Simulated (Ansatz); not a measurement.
Reactions of `OC(F)([SiH3])CF`.

Gas-phase electronic energies from Ansatz, PBE0-D4/def2-TZVP geometries. CBS: MP2 limit from def2 TZ/QZ plus the TZ coupled-cluster correction, frozen cores. This one scheme is used for every species. DFT in def2-TZVPP. B3LYP here is the variant with VWN-RPA as its local correlation; programs differ in this. Triplets are unrestricted, without spin–orbit coupling. For Ge outer-core shells are correlated without core-valence functions, which leaves a few kJ/mol of doubt a bond. Scalar relativity is left out up to krypton. Each species was taken in one conformer, which may not be the lowest.

```json
{"reaction": "`OC(F)([SiH3])CF` → `C[SiH2]OC(F)F`", "CCSD(T)/CBS(def2) (kcal/mol)": "-48.5"}
{"reaction": "`OC(F)([SiH3])CF` + H₂O → `OC(O)(F)CF` + SiH₄", "CCSD(T)/CBS(def2) (kcal/mol)": "-1.3"}
{"reaction": "`OC(F)([SiH3])CF` + `O[Si]S` → `[SiH3]O[Si]S` + `OC(F)CF`", "CCSD(T)/CBS(def2) (kcal/mol)": "-31.0"}
{"reaction": "`OC(F)([SiH3])CF` → `C[Si](F)(F)CO`", "CCSD(T)/CBS(def2) (kcal/mol)": "?"}
{"reaction": "`OC(F)([SiH3])CF` + `CC#CS[SiH3]` → `[SiH3]C#CS[SiH3]` + `CC(O)(F)CF`", "CCSD(T)/CBS(def2) (kcal/mol)": "-18.5"}
{"reaction": "`OC(F)([SiH3])CF` + `CC1=NCO1` → `[SiH3]C1=NCO1` + `CC(O)(F)CF`", "CCSD(T)/CBS(def2) (kcal/mol)": "-3.3"}
{"reaction": "`OC(F)([SiH3])CF` + `CC1(F)BO1` → `FC1([SiH3])BO1` + `CC(O)(F)CF`", "CCSD(T)/CBS(def2) (kcal/mol)": "-3.8"}
{"reaction": "`OC(F)([SiH3])CF` + `CB(N)[SiH3]` → `CB(N)[SiH2][SiH3]` + `OC(F)CF`", "CCSD(T)/CBS(def2) (kcal/mol)": "?"}
{"reaction": "`OC(F)([SiH3])CF` + `[OH][GeH2][OH]` → `[OH][GeH2][O][SiH3]` + `OC(F)CF`", "CCSD(T)/CBS(def2) (kcal/mol)": "-32.0"}
{"reaction": "`OC(F)([SiH3])CF` → `[CH2]` (triplet) + `OC(F)(F)[SiH3]`", "CCSD(T)/CBS(def2) (kcal/mol)": "?"}
```

**Question.** Fill in the missing values. (An estimate is asked.)

**Answer.** Ansatz gave: `OC(F)([SiH3])CF` → `C[Si](F)(F)CO`: -112.4 kcal/mol; `OC(F)([SiH3])CF` + `CB(N)[SiH3]` → `CB(N)[SiH2][SiH3]` + `OC(F)CF`: -9.0 kcal/mol; `OC(F)([SiH3])CF` → `[CH2]` (triplet) + `OC(F)(F)[SiH3]`: +93.9 kcal/mol.

Largest T1 diagnostic: 0.016, for `FC1([SiH3])BO1`.
